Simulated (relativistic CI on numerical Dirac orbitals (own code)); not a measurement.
Ho²³⁺: sensitivity of the levels to the model

Base calculation: Dirac-Coulomb-Breit CI, KLI orbitals optimised for each configuration, QED by a radiative potential, unscaled Slater integrals.

Configuration list (outside the closed core [Ar] 3d10): 4s2.4p6.4d8, 4s2.4p5.4d9, 4s2.4p6.4d7.4f, 4s.4p6.4d9, 4s2.4p5.4d8.4f, 4s2.4p6.4d7.5s, 4s.4p6.4d8.4f, 4s2.4p6.4d7.5p, 4s2.4p6.4d6.4f.5s, 4s2.4p6.4d7.5d, 4s2.4p5.4d8.5s, 4s2.4p6.4d6.5s.5p, 4s2.4p6.4d7.5f, 4s2.4p6.4d7.6s, 4s2.4p6.4d7.6p, 4s.4p6.4d7.4f.5s, 4s2.4p5.4d8.5d, 4s.4p6.4d8.5s, 4p6.4d9.4f, 4s2.4p6.4d7.6f, 4s.4p6.4d8.5p, 4s2.4p6.4d7.7p, 4s.4p6.4d7.5s.5p, 4p6.4d10, 4p5.4d10.4f, 4s2.4p6.4d6.5s2, 4s2.4p6.4d5.4f.5s2, 4s2.4p5.4d6.4f.5s2, 4s.4p6.4d6.4f.5s2, 4p6.4d9.5s, 4p5.4d10.5s, 4p5.4d9.4f.5s. Double excitations out of closed p, d and f shells are left out; levels of such configurations are missing from the list, as are those of other unlisted configurations, and high levels can miss mixing partners. These lack a partner that the ground configuration has and come out too high: 4s2.4p5.4d8.5d.

Variants: (1) non-relativistic limit. Shifts of the energy above 4s2.4p6.4d8 3F_4, in cm⁻¹, for the lowest level and the first level of each name with at least 55 % of one term (blank where a level changes its place among those of its configuration and J or its character, or is not in the variant):

| Level | Base | Δ(1) |
| --- | --- | --- |
| 4s2.4p6.4d8 3F_4 | 0 | 0 |
| 4s2.4p6.4d8 3F_3 | 69012 | -69012 |
| 4s2.4p6.4d8 3P_0 | 75047 | -37128 |
| 4s2.4p6.4d8 3P_1 | 107186 | -69267 |
| 4s2.4p6.4d8 1G_4 | 111575 | -62391 |
| 4s2.4p6.4d8 1S_0 | 237470 | -100979 |
| 4s2.4p5.4d9 3F°_4 | 1170398 | -93305 |
| 4s2.4p5.4d9 3D°_3 | 1180769 |  |
| 4s2.4p6.4d7.4f 5G°_6 | 1271549 | -37741 |
| 4s2.4p5.4d9 3P°_0 | 1271699 | -161529 |
| 4s2.4p6.4d7.4f 5I°_8 | 1303614 | -18993 |
| 4s2.4p6.4d7.4f 5D°_0 | 1324003 | -42416 |

At this charge energies of transitions that change n are usually good to better than 1 %, and those within a shell (Δn = 0) to a few per cent. Terms inside the open d or f shell come out 10 to 20 % too wide with unscaled integrals.

Ionisation energy from the two ground configurations alone: base 797.039 eV. The NIST ASD value (theoretical) is 797 eV.

LS names give the leading component of a level, which can be under half, so a name can repeat, a term be missing and a line seem to break the LS rules.
